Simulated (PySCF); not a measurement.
**Interval between two levels of La⁺ by level of theory**

La⁺ [Xe] 5d2 [3F4, M_J = 4] → La⁺ [Xe] 4f1 5d1 [3H6, M_J = 6], as a difference of total energies. Computed with PySCF 2.14 in x2c-TZVPall-2c with one added diffuse shell each of s, p, d type (12s12p11d2f, 117 functions), with the two-component X2C-1e Hamiltonian. Correlated levels: [Ar] 3d10 frozen; the 18 highest virtual spinors dropped. "Screened" scales the spin-orbit matrix elements by Boettger's factors to mimic the two-electron term; Breit and QED terms are absent.

```
                    method  interval between two levels (cm⁻¹)
 GHF (screened spin-orbit)                               50290
GMP2 (screened spin-orbit)                               54315
```

The labels give the starting determinants; with spin-orbit coupling the two ends relaxed to ⟨J²⟩ = 20.02, ⟨L²⟩ = 12.07, ⟨S²⟩ = 2.04 and ⟨J²⟩ = 42.04, ⟨L²⟩ = 30.07, ⟨S²⟩ = 2.04.
